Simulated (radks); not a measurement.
Results of a calculation; reference values are marked as such.
These are the eigenvalues of the occupied orbitals of an atom or ion with whole-number occupations (hartree). Code: a radial shooting solver on a logarithmic mesh with Libxc functionals. Model: Dirac Kohn-Sham, PBE, spin-unpolarised, spherical densities, finite nucleus; Fermi nuclear charge, rms radius of each element as measured or else 0.836 A^(1/3) + 0.57 fm.

| orbital | eigenvalue |
|---|---|
| 1s1/2 | -1479.015 |
| 2s1/2 | -281.3401 |
| 2p1/2 | -268.8987 |
| 2p3/2 | -253.5698 |
| 3s1/2 | -96.50816 |
| 3p1/2 | -91.52985 |
| 3p3/2 | -88.12797 |
| 3d3/2 | -80.02697 |
| 3d5/2 | -79.25469 |
| 4s1/2 | -47.31125 |

Which element is it, and in what charge state? The configuration may be excited. Open shells, if any, are shared by 2j + 1.

Answer. Z = 57, lanthanum, charge +33: La33+ in [Ar] 3d5 4s1. The list shows which subshells hold electrons but not how many an open one holds; the 1s level, -1479 hartree, gives Z - s = 54.4 by -(Z - s)^2/2, which with screening and relativity narrows Z to a few neighbours, and the depths of the outer levels then fix element, charge and occupations together.
